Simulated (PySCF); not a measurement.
Electron correlation in Au³⁺ (gold, charge +3)

[Xe] 4f14 5d8, high-spin 3F determinant. All numbers are calculated (PySCF 2.14, scalar relativity through the core potential, in def2-TZVPPD with the def2 core potential (60 electrons)). Frozen: nothing; 16 electrons correlated.

| level | correlation energy (mhartree) |
| --- | --- |
| CCSD | -397.72 |
| (T) | -8.19 |
| CCSD(T) | -405.91 |

Diagnostics: T1 = 0.0043, D1 = 0.0081, largest double amplitude 0.022.

Spin-orbit coupling, absent here, splits the open shell strongly.

Cost of the coupled-cluster step: roughly 8 core-seconds, for 16 correlated electrons.

The basis has no tight functions for the innermost shells, so their pair energies are far from complete.

This basis was not built for core-valence correlation, so the inner-shell part is incomplete.
